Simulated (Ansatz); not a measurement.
```yaml
crystal:
  periodic: [false, false, false]
  atoms:
    - {symbol: C, position_ang: [-0.223492, 2.346895, 0.396695]}
    - {symbol: Si, position_ang: [-1.361663, 1.017303, -0.349641]}
    - {symbol: N, position_ang: [-0.354567, -0.402932, -0.227049]}
    - {symbol: Si, position_ang: [-1.006619, -1.918813, -0.812488]}
    - {symbol: Si, position_ang: [1.264228, -0.449474, 0.434355]}
    - {symbol: H, position_ang: [0.706828, 2.456724, -0.173760]}
    - {symbol: H, position_ang: [0.054623, 2.118502, 1.432689]}
    - {symbol: H, position_ang: [-0.732814, 3.313304, 0.393031]}
    - {symbol: H, position_ang: [-1.052182, -2.919202, 0.286724]}
    - {symbol: H, position_ang: [-2.375127, -1.668393, -1.326246]}
    - {symbol: H, position_ang: [-0.148695, -2.464705, -1.897407]}
    - {symbol: H, position_ang: [1.753967, -1.851446, 0.342229]}
    - {symbol: H, position_ang: [1.276901, -0.035196, 1.860109]}
    - {symbol: H, position_ang: [2.185714, 0.428134, -0.330541]}
basis:
  gaussian: {orbitals: "6-31G*"}
total_charge: -1
magnetization: {spin_polarized: true, initial_magnetization: 7}
hamiltonian: {xc: {name: PBE0}, dispersion: d3bjatm}
output: {forces: true}
```

```sh
$ ansatz run in.yaml --threads 4 --pin off --events-out ev --progress --plain --max-ram 10444MiB
```

Output, abridged:

```
Functional definition: PBE0
1061 factors; integrals over basis functions are off by at most 9.3e-4 eV
mean field evaluation 1: about -26271.1024 eV, gradient 2.0e1 eV
mean field evaluation 2: about -26269.2452 eV, gradient 2.5e1 eV
mean field evaluation 4: about -26273.4945 eV, gradient 4.3e0 eV
mean field evaluation 8: about -26274.0832 eV, gradient 9.1e-1 eV
mean field evaluation 16: about -26274.1034 eV, gradient 1.4e-1 eV
mean field evaluation 32: about -26274.1116 eV, gradient 5.1e-5 eV
mean field -26274.11160700 eV, -965.5557923248 hartree, gradient 2.5e-7 eV, S^2 15.760616; 9 other end points of the search recorded, 0 dependent functions left out
reference -26274.11164876 eV, -965.5557938596 hartree; 36, 29 occupied and 69, 76 virtual orbitals, 1061 factors
Total energy: -26274.48820686 eV, -965.5696321143 hartree
Atom 0 at    -0.223492     2.346895     0.396695 Å, force     2.669703     1.741772     1.451188 eV/Å
Atom 1 at    -1.361663     1.017303    -0.349641 Å, force    -6.045438     3.063941    -1.867089 eV/Å
Atom 2 at    -0.354567    -0.402932    -0.227049 Å, force     4.015336     0.024021     1.674002 eV/Å
Atom 3 at    -1.006619    -1.918813    -0.812488 Å, force    -3.260876    -4.440797    -2.278659 eV/Å
Atom 4 at     1.264228    -0.449474     0.434355 Å, force     3.826455     0.516829     1.696337 eV/Å
Atom 5 at     0.706828     2.456724    -0.173760 Å, force     0.237693    -0.386863    -0.483430 eV/Å
Atom 6 at     0.054623     2.118502     1.432689 Å, force    -0.093972    -0.563335     0.351905 eV/Å
Atom 7 at    -0.732814     3.313304     0.393031 Å, force    -0.842750    -0.216950    -0.386887 eV/Å
Atom 8 at    -1.052182    -2.919202     0.286724 Å, force     0.114571     0.303505     0.580144 eV/Å
Atom 9 at    -2.375127    -1.668393    -1.326246 Å, force     0.069344    -0.028391     0.023408 eV/Å
Atom 10 at    -0.148695    -2.464705    -1.897407 Å, force     0.431572     0.463992    -0.192094 eV/Å
Atom 11 at     1.753967    -1.851446     0.342229 Å, force    -0.171126    -0.631668    -0.207345 eV/Å
Atom 12 at     1.276901    -0.035196     1.860109 Å, force    -0.639093    -0.003586     0.208591 eV/Å
Atom 13 at     2.185714     0.428134    -0.330541 Å, force    -0.311419     0.157528    -0.570071 eV/Å
Dipole moment:     0.243454     0.689828     0.242860 e Å
```

(1) What is wrong with this run?

Answers

(1) The spin is set far too high for this molecule. The calculation finished and met its thresholds. The result belongs to that input, not to the molecule as meant.
